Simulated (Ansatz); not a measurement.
One geometry of the cluster Zn₂Cl₆, several levels of theory.

```yaml
crystal:
  periodic: [false, false, false]
  atoms:
    - {symbol: Zn, position_ang: [1.087096, -0.187909, -0.234275]}
    - {symbol: Zn, position_ang: [-1.098756, 2.018109, -0.067385]}
    - {symbol: Cl, position_ang: [-2.573637, 3.518796, 0.043273]}
    - {symbol: Cl, position_ang: [0.398057, 1.189604, 1.478610]}
    - {symbol: Cl, position_ang: [0.743304, -2.614612, 0.253703]}
    - {symbol: Cl, position_ang: [-0.399713, 0.645670, -1.783779]}
    - {symbol: Cl, position_ang: [3.002162, -1.185945, -0.536196]}
    - {symbol: Cl, position_ang: [-1.158514, -3.383723, 0.846050]}
basis:
  gaussian: {orbitals: def2-SVP, initial_orbitals: start.molden}
correlation: {method: ccsd_t, frozen_orbitals: {Cl: 5, Zn: 9}}
scf: {omitted_lower_state_checks: [starts]}
output: {orbitals: {seedname: orbitals}}
```

The file start.molden holds the orbitals of an earlier run on this structure, at another level or in another basis.

```sh
$ ansatz run in.yaml --threads 4 --pin off --events-out ev --progress --plain --max-ram 8704MiB
```

Output, abridged:

```
Functional definition: HF
1571 factors; integrals over basis functions are off by at most 8.7e-4 eV
mean field evaluation 1: about -171740.3249 eV, gradient 4.0e1 eV
mean field evaluation 2: about -171742.8062 eV, gradient 2.4e0 eV
mean field evaluation 4: about -171743.8979 eV, gradient 2.9e0 eV
mean field evaluation 8: about -171743.9263 eV, gradient 1.8e-3 eV
mean field -171743.92626772 eV, -6311.4728781243 hartree, gradient 2.7e-6 eV, S^2 0.000000; 0 other end points of the search recorded, 0 dependent functions left out
48 core orbitals not correlated: weight in the atoms' cores, before any rotation towards them, 1.000 or more for the frozen orbitals, at most 0.000 for the correlated occupied ones
reference -171743.92626772 eV, -6311.4728781243 hartree; 33, 33 occupied and 89, 89 virtual orbitals, 1571 factors
second order -37.91892472 eV of doubles, -0.00000000 eV of singles
cycle   1  -37.71483264 eV  change    2.0e-1 eV  update   1.3e-1
cycle   2  -38.54039178 eV  change   -8.3e-1 eV  update   4.6e-2
cycle   3  -38.70749928 eV  change   -1.7e-1 eV  update   2.2e-2
cycle   4  -38.69886907 eV  change    8.6e-3 eV  update   6.6e-3
cycle   5  -38.69275590 eV  change    6.1e-3 eV  update   3.6e-3
cycle   6  -38.69174453 eV  change    1.0e-3 eV  update   1.3e-3
cycle   7  -38.69152014 eV  change    2.2e-4 eV  update   6.5e-4
cycle   8  -38.69152320 eV  change   -3.1e-6 eV  update   2.4e-4
cycle   9  -38.69159505 eV  change   -7.2e-5 eV  update   9.9e-5
cycle  10  -38.69163696 eV  change   -4.2e-5 eV  update   3.9e-5
perturbative correction -0.92841265 eV, -0.0341185357 hartree
Total energy: -171783.54631733 eV, -6312.9288880920 hartree
Checks for a lower state left out: starts
```

Hardware: 4 threads of Arm Neoverse V1 on a shared host. Wall time 53 s, peak host memory 1.3 GiB.

The first input with `hamiltonian: {xc: pbe0, dispersion: d4}` and without the key `correlation` (abridged; 4.6 s):

```
Functional definition: PBE0
mean field -171906.13669379 eV, -6317.4340013323 hartree, gradient 2.7e-5 eV, S^2 0.000000
Total energy: -171906.49885471 eV, -6317.4473105007 hartree
Checks for a lower state left out: starts
```

First input, but with `gaussian: {orbitals: def2-TZVP, initial_orbitals: start.molden}`, `hamiltonian: {xc: pbe0, dispersion: d4}` and without the key `correlation` (abridged; 24 s):

```
Functional definition: PBE0
mean field -171945.90450165 eV, -6318.8954413154 hartree, gradient 1.0e-5 eV, S^2 0.000000
Total energy: -171946.26666076 eV, -6318.9087504175 hartree
Checks for a lower state left out: starts
```

The first input with `gaussian: {orbitals: def2-TZVP, initial_orbitals: start.molden}`, `hamiltonian: {xc: hf}` and without the key `correlation` (abridged; 19 s):

```
Functional definition: HF
mean field -171782.81756924 eV, -6312.9021070938 hartree, gradient 2.1e-5 eV, S^2 0.000000
Total energy: -171782.81756924 eV, -6312.9021070938 hartree
Checks for a lower state left out: starts
```

Geometry: r2SCAN-D4/def2-SVP.

Correlated methods freeze 48 core orbitals. In the singlet, Cl5 and Cl8 lie 2.14 Å apart (atoms count from 1), so these atoms are partly bonded to each other. The structure comes from a short search, and lower isomers may exist.
